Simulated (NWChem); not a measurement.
System: C5H9O, doublet; SMILES C[CH]CC(C)=O

Input file for NWChem:

```
start job
memory heap 200 mb stack 900 mb global 1100 mb
geometry units angstroms noautosym nocenter noautoz
  C      0.349176    -2.331141    -0.271431
  C     -0.676418    -1.262354    -0.179026
  C     -0.619513    -0.149464     0.811696
  C     -0.086810     1.125327     0.149011
  C      1.410671     1.230850    -0.004653
  O     -0.836384     1.982556    -0.248412
  H     -0.063860    -3.250133    -0.716683
  H      1.210870    -2.045587    -0.910808
  H      0.765283    -2.586458     0.717359
  H     -1.418010    -1.172359    -0.979737
  H      0.022096    -0.424073     1.666122
  H     -1.626886     0.098785     1.183190
  H      1.660990     2.091951    -0.637011
  H      1.834111     0.309312    -0.432415
  H      1.871864     1.363519     0.988027
end
basis spherical
  C library 6-31g*
  O library 6-31g*
  H library 6-31g*
end
dft
  odft
  mult 2
  xc hfexch
  iterations 150
  mulliken
end
task dft energy
esp
  recalculate
  probe 0.07
  range 0.3
  factor 1.0
  spacing 0.02
end
task esp
```

Excerpt of the output:

```
             Northwest Computational Chemistry Package (NWChem) 7.3.0
             --------------------------------------------------------

                             Geometry "geometry" -> ""
                             -------------------------

 Output coordinates in angstroms (scale by  1.889725989 to convert to a.u.)

  No.       Tag          Charge          X              Y              Z
 ---- ---------------- ---------- -------------- -------------- --------------
    1 C                    6.0000     0.34917600    -2.33114100    -0.27143100
    2 C                    6.0000    -0.67641800    -1.26235400    -0.17902600
    3 C                    6.0000    -0.61951300    -0.14946400     0.81169600
    4 C                    6.0000    -0.08681000     1.12532700     0.14901100
    5 C                    6.0000     1.41067100     1.23085000    -0.00465300
    6 O                    8.0000    -0.83638400     1.98255600    -0.24841200
    7 H                    1.0000    -0.06386000    -3.25013300    -0.71668300
    8 H                    1.0000     1.21087000    -2.04558700    -0.91080800
    9 H                    1.0000     0.76528300    -2.58645800     0.71735900
   10 H                    1.0000    -1.41801000    -1.17235900    -0.97973700
   11 H                    1.0000     0.02209600    -0.42407300     1.66612200
   12 H                    1.0000    -1.62688600     0.09878500     1.18319000
   13 H                    1.0000     1.66099000     2.09195100    -0.63701100
   14 H                    1.0000     1.83411100     0.30931200    -0.43241500
   15 H                    1.0000     1.87186400     1.36351900     0.98802700

 Effective nuclear repulsion energy (a.u.)     228.7710708478

  xc_inp: hfexch multiplicative factor not found.

                                 NWChem DFT Module
                                 -----------------

 Summary of "ao basis" -> "ao basis" (spherical)
 ------------------------------------------------------------------------------
       Tag                 Description            Shells   Functions and Types
 ---------------- ------------------------------  ------  ---------------------
 C                           6-31g*                  6       14   3s2p1d
 O                           6-31g*                  6       14   3s2p1d
 H                           6-31g*                  2        2   2s

            General Information
            -------------------
          SCF calculation type: DFT
          Wavefunction type:  spin polarized.
          No. of atoms     :    15
          No. of electrons :    47
           Alpha electrons :    24
            Beta electrons :    23
          Charge           :     0
          Spin multiplicity:     2
          Use of symmetry is: off; symmetry adaption is: off
          Maximum number of iterations: 150
          AO basis - number of functions:   102
                     number of shells:    54
          Convergence on energy requested:  1.00D-06
          Convergence on density requested:  1.00D-05
          Convergence on gradient requested:  5.00D-04

              XC Information
              --------------
                     Hartree-Fock (Exact) Exchange  1.000

      Superposition of Atomic Density Guess
      -------------------------------------

 Sum of atomic energies:        -267.53971583

      Non-variational initial energy
      ------------------------------

 Total energy =    -271.087347
 1-e energy   =    -814.056630
 2-e energy   =     314.198213
 HOMO         =      -0.109056
 LUMO         =       0.017309

     ---------------------------------------------
      Total Density - Mulliken Population Analysis
     ---------------------------------------------

    Atom       Charge   Shell Charges
 -----------   ------   -------------------------------------------------------
    1 C    6     6.68   2.00  0.72  2.03  0.67  1.23  0.03
    2 C    6     6.14   2.00  0.73  1.79  0.58  1.01  0.03
    3 C    6     6.52   2.00  0.71  1.99  0.65  1.13  0.04
    4 C    6     5.12   2.00  0.70  1.49  0.42  0.43  0.09
    5 C    6     6.74   2.00  0.72  2.06  0.68  1.26  0.03
    6 O    8     8.88   2.00  0.96  3.13  0.94  1.84  0.02
    7 H    1     0.77   0.46  0.30
    8 H    1     0.76   0.45  0.31
    9 H    1     0.77   0.46  0.31
   10 H    1     0.80   0.47  0.33
   11 H    1     0.77   0.46  0.31
   12 H    1     0.77   0.46  0.31
   13 H    1     0.77   0.46  0.31
   14 H    1     0.75   0.45  0.30
   15 H    1     0.75   0.45  0.30

     --------------------------------------------
      Spin Density - Mulliken Population Analysis
     --------------------------------------------

    Atom       Charge   Shell Charges
 -----------   ------   -------------------------------------------------------
    1 C    6     0.01   0.00  0.00  0.01 -0.00 -0.00  0.01
    2 C    6     0.70   0.00  0.00  0.37  0.00  0.33  0.00
    3 C    6     0.02   0.00  0.00  0.01 -0.00 -0.00  0.01
    4 C    6     0.09   0.00  0.01  0.05  0.00  0.03  0.00
    5 C    6     0.01   0.00  0.00  0.01  0.00  0.01  0.00
    6 O    8     0.03   0.00  0.00  0.02  0.00  0.01  0.00
    7 H    1     0.01   0.01  0.00
    8 H    1     0.06   0.03  0.03
    9 H    1     0.01   0.01  0.01
   10 H    1     0.00   0.00  0.00
   11 H    1     0.01   0.00  0.01
   12 H    1     0.03   0.02  0.02
   13 H    1     0.00   0.00  0.00
   14 H    1     0.00   0.00  0.00
   15 H    1     0.00   0.00  0.00

   convergence    iter        energy       DeltaE   RMS-Dens  Diis-err
 ---------------- ----- ----------------- --------- --------- ---------
 d= 0,ls=0.0,diis     1   -269.2484251695 -4.98D+02  4.61D-03  2.32D-01
                                                     4.21D-03  2.34D-01
 d= 0,ls=0.0,diis     2   -269.3444155034 -9.60D-02  2.16D-03  1.21D-01
                                                     2.07D-03  1.21D-01
 d= 0,ls=0.0,diis     3   -269.3916578773 -4.72D-02  1.03D-03  4.32D-03
                                                     7.60D-04  4.98D-03
 d= 0,ls=0.0,diis     4   -269.3974605431 -5.80D-03  3.92D-04  4.47D-04
                                                     3.13D-04  4.28D-04
 d= 0,ls=0.0,diis     5   -269.3982076548 -7.47D-04  2.01D-04  9.64D-05
                                                     1.64D-04  1.03D-04
  Resetting Diis
 d= 0,ls=0.0,diis     6   -269.3983819361 -1.74D-04  7.88D-05  1.64D-05
                                                     7.36D-05  1.68D-05
 d= 0,ls=0.0,diis     7   -269.3984118905 -3.00D-05  1.97D-05  2.57D-06
                                                     1.60D-05  2.07D-06
 d= 0,ls=0.0,diis     8   -269.3984154730 -3.58D-06  2.64D-05  1.10D-06
                                                     2.10D-05  9.76D-07
 d= 0,ls=0.0,diis     9   -269.3984182635 -2.79D-06  1.35D-05  2.97D-07
                                                     1.01D-05  2.27D-07
 d= 0,ls=0.0,diis    10   -269.3984189501 -6.87D-07  7.39D-06  8.01D-08
                                                     5.68D-06  5.48D-08

         Total DFT energy =     -269.398418950110
      One electron energy =     -818.296413163337
           Coulomb energy =      357.518053036770
    Exchange-Corr. energy =      -37.391129671352
 Nuclear repulsion energy =      228.771070847808

 Numeric. integr. density =        0.000000000000

                    DFT Final Alpha Molecular Orbital Analysis
                    ------------------------------------------

[...]

                     NWChem Electrostatic Potential Fit Module
                     -----------------------------------------

 Atom parameters

 Number of atoms is                                   15
 Number of basis functions is                        102

 Grid parameters

 Maximum number of grid points is                  50294
 Number of grid points is                          50293
 Grid range                                     0.300000 nm
 Grid spacing                                   0.020000 nm
 Probe radius                                   0.070000 nm
 Atom radius factor                             1.000000

 Atomic radii

    1    0.100000
    6    0.147000
    8    0.136000
 FASTESP  F
  using M.O. file = ./job.movecs

    Atom              Coordinates                           Charge

                                                  ESP

    1 C     0.034918   -0.233114   -0.027143   -0.055580
    2 C    -0.067642   -0.126235   -0.017903   -0.077653
    3 C    -0.061951   -0.014946    0.081170   -0.044934
    4 C    -0.008681    0.112533    0.014901    0.665253
    5 C     0.141067    0.123085   -0.000465   -0.305028
    6 O    -0.083638    0.198256   -0.024841   -0.587238
    7 H    -0.006386   -0.325013   -0.071668    0.021536
    8 H     0.121087   -0.204559   -0.091081    0.021479
    9 H     0.076528   -0.258646    0.071736    0.027750
   10 H    -0.141801   -0.117236   -0.097974    0.060397
   11 H     0.002210   -0.042407    0.166612    0.021498
   12 H    -0.162689    0.009879    0.118319    0.013710
   13 H     0.166099    0.209195   -0.063701    0.088570
   14 H     0.183411    0.030931   -0.043242    0.082492
   15 H     0.187186    0.136352    0.098803    0.067748
                                            ------------
                                               -0.000000

 Dipole moment                                  1.319806

 Quadrupole moment Qxx                         -1.382302
                   Qyy                         -1.913527
                   Qzz                          3.295830

 RMS deviation kJ/mol                           0.049538

 RRMS %                                        23.235883
```

Level: UHF/6-31G* (spherical d). Coordinates come from a PBE0/def2-SVP, spin-unrestricted optimisation. No frequency run checked for a minimum. No stability test was run on the SCF state.
